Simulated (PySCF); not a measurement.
C₄H₁₀B, SMILES CC[B]CC, doublet, GFN2-xTB optimised geometry.

```
15

C      1.44    -2.10     0.00
C      0.73    -0.75     0.00
B     -0.84    -0.75     0.00
C     -1.77     0.51     0.00
C     -1.07     1.87    -0.15
H      1.17    -2.68     0.88
H      1.18    -2.68    -0.88
H      2.53    -1.97     0.01
H      1.07    -0.18     0.87
H      1.07    -0.18    -0.87
H     -2.34     0.51     0.94
H     -2.53     0.42    -0.79
H     -0.54     1.93    -1.09
H     -0.36     2.03     0.66
H     -1.80     2.68    -0.12
```

Density from unrestricted CAM-B3LYP/def2-TZVP in PySCF at that geometry.

Minimum of the electron density along straight lines between bonded atoms, close to the bond critical point (lines longer than 1.1 times the sum of covalent radii, or with two minima, are not listed):

```tsv
bond	length / Å	ρ at the minimum / e bohr⁻³	∇²ρ there / e bohr⁻⁵	position (fraction from the first atom)
C1–C2	1.534	0.241	-0.59	0.50
C2–B3	1.562	0.193	-0.32	0.67
B3–C4	1.563	0.193	-0.34	0.33
C4–C5	1.540	0.237	-0.57	0.50
C1–H6	1.088	0.281	-0.97	0.64
C1–H7	1.088	0.281	-0.97	0.64
C1–H8	1.089	0.280	-0.96	0.64
C2–H9	1.097	0.269	-0.89	0.64
C2–H10	1.097	0.269	-0.89	0.64
C4–H11	1.096	0.270	-0.90	0.64
C4–H12	1.095	0.272	-0.91	0.64
C5–H13	1.088	0.280	-0.97	0.64
C5–H14	1.088	0.281	-0.97	0.64
C5–H15	1.089	0.280	-0.96	0.64
```
